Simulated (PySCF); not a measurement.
Labels have come off several samples. The candidates:

A. `InChI=1S/C3H3N3/c1-4-2-6-3-5-1/h1-3H`
B. `C1C2=CC=CC=C2CC1`
C. SMILES C1CCCC1

Spectrum 1. ¹H NMR (300 MHz, computed): δ 7.56 (m, 2H), 7.43 (m, 2H), 3.05 (m, 4H), 2.10 (m, 2H). ¹³C{¹H} NMR (computed): δ 149.3 (C), 131.7 (CH), 129.8 (CH), 36.8 (CH2), 28.9 (CH2).

Spectrum 2. ¹H NMR (300 MHz, computed): δ 9.46 (s, 3H). ¹³C{¹H} NMR (computed): δ 172.9 (CH).

Spectrum 3. ¹H NMR (300 MHz, computed): δ 1.59 (s, 10H). ¹³C{¹H} NMR (computed): δ 28.9 (CH2).

Computational details: J: B3LYP/pcJ-1, geometry from GFN2-xTB, NMR shieldings at PBE0/pcSseg-1/GIAO, in PySCF 2.14 (one conformer, fast rotation and ring inversion assumed for equivalent nuclei, relativity neglected, gas phase).

δ = σ(ref) − σ, references computed at the same level: ¹H (σ = 31.72 ppm), ¹³C (σ = 186.93 ppm) against TMS. Multiplet labels drop J under 1 Hz and among equivalent protons, and merge close values. Unscaled 3J(H,H) run several per cent high. Where no couplings were computed, multiplicities follow the n + 1 count of equivalent neighbours, and m marks all less simple cases (inequivalent or close neighbours, rings, F or P nearby). Shifts are as computed. Against solution values, carbons near 30 ppm lie about +3 ppm off and those near 130 ppm about +5 ppm. Of 1211 compounds with measured shifts, 218 miss one by over three times the rms of a fit or turn the order of signals round; such compounds aren't used in these exercises. For the larger molecules the spin–dipole term is left out of H,H and C,H couplings.

Question: Match each spectrum to its structure.

Answer: 1–B, 2–A, 3–C.

- Spectrum 1 (B): 5 ¹³C signals; δC 131.7 is an aromatic CH; δC 129.8 is an aromatic CH.
- Spectrum 2 (A): a single ¹³C signal, at 172.9 ppm (aromatic CH between two ring heteroatoms); δH 9.46 is the hydrogen on an aromatic CH between two ring heteroatoms.
- Spectrum 3 (C): a single ¹³C signal, at 28.9 ppm (sp3 CH2 in a ring); δH 1.59 is the hydrogen on an sp3 CH2 in a ring.
